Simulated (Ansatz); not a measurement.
One change: `C1C[SiH2]1` becomes `[AlH2][CH]1C[SiH2]1`.

Ansatz, PBE0-D4/def2-TZVP geometries, multiplicity 1. 

```json
{"property": "zero-point energy (PBE0-D4/def2-TZVP) / kJ/mol", "`C1C[SiH2]1`": "182.5"}
{"property": "HOMO–LUMO gap (PBE/def2-TZVPP) / eV", "`C1C[SiH2]1`": "5.30"}
{"property": "HOMO energy (PBE/def2-TZVPP) / eV", "`C1C[SiH2]1`": "-5.81"}
{"property": "ideal-gas entropy at 298 K and 1 bar (rigid rotor, harmonic PBE0-D4/def2-TZVP) / J/(mol·K)", "`C1C[SiH2]1`": "266"}
{"property": "HOMO energy (ωB97M-V/def2-TZVPP) / eV", "`C1C[SiH2]1`": "-9.09"}
{"property": "HOMO–LUMO gap (ωB97M-V/def2-TZVPP) / eV", "`C1C[SiH2]1`": "11.01"}
```

Problem. What does the change do to each property? (Estimate.)

Solution. The calculation gave: 
| property | `[AlH2][CH]1C[SiH2]1` | shift |
| --- | --- | --- |
| zero-point energy (PBE0-D4/def2-TZVP) / kJ/mol | 191.7 | 9.2 |
| HOMO–LUMO gap (PBE/def2-TZVPP) / eV | 4.01 | -1.29 |
| HOMO energy (PBE/def2-TZVPP) / eV | -5.76 | 0.05 |
| ideal-gas entropy at 298 K and 1 bar (rigid rotor, harmonic PBE0-D4/def2-TZVP) / J/(mol·K) | 327 | 61 |
| HOMO energy (ωB97M-V/def2-TZVPP) / eV | -8.83 | 0.26 |
| HOMO–LUMO gap (ωB97M-V/def2-TZVPP) / eV | 9.42 | -1.59 |

With PBE0 the HOMO rises by 0.16 eV and the LUMO falls by 1.28 eV, so the gap narrows by about 1.44 eV. PBE moves the HOMO by 0.05 eV and ωB97M-V by 0.26 eV. The zero-point energy changes by 9.2 kJ/mol with +6 modes.
